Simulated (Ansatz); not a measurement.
```yaml
crystal:
  periodic: [false, false, false]
  atoms:
    - {symbol: Nb, position_ang: [-0.000417, 0.000675, -0.089862]}
    - {symbol: S, position_ang: [0.009538, -0.015851, 2.062571]}
    - {symbol: F, position_ang: [-0.894507, 1.590571, -0.641591]}
    - {symbol: F, position_ang: [-0.894507, 1.540571, -0.641591]}
    - {symbol: F, position_ang: [-0.887156, -1.534752, -0.665384]}
basis:
  gaussian: {orbitals: ANO-RCC-VTZP}
hamiltonian: {xc: {name: PBE0}, dispersion: d4}
```

```sh
$ ansatz run in.yaml --threads 2 --pin off --events-out ev --progress --plain --max-ram 4352MiB
```

Output, abridged:

```
Functional definition: PBE0
1712 factors; their error is unknown
mean field evaluation 1: about -105583.4180 eV, gradient 1.4e2 eV
mean field evaluation 2: about -104447.4476 eV, gradient 6.8e2 eV
mean field evaluation 4: about -105602.2012 eV, gradient 1.1e2 eV
mean field evaluation 8: about -105621.4283 eV, gradient 1.7e0 eV
mean field evaluation 16: about -105622.1710 eV, gradient 2.6e-1 eV
mean field evaluation 32: about -105621.3605 eV, gradient 7.5e0 eV
a density is far from that of the atoms, so the factors are made again for it
1943 factors; integrals over basis functions are off by at most 5.1e-4 eV
mean field -105622.00662485 eV, -3881.5371502958 hartree, gradient 2.5e-5 eV, S^2 0.000000; 0 other end points of the search recorded, 0 dependent functions left out
reference -105622.00666034 eV, -3881.5371515999 hartree; 42, 42 occupied and 150, 150 virtual orbitals, 1943 factors
Total energy: -105622.11321557 eV, -3881.5410674324 hartree
Relativity: scalar
```

In this input one atom was put on top of another. The calculation finished and met its thresholds. The result belongs to that input, not to the species as meant.

DK, ANO-RCC and x2c sets are all-electron and run with scalar relativity unless a key says otherwise.
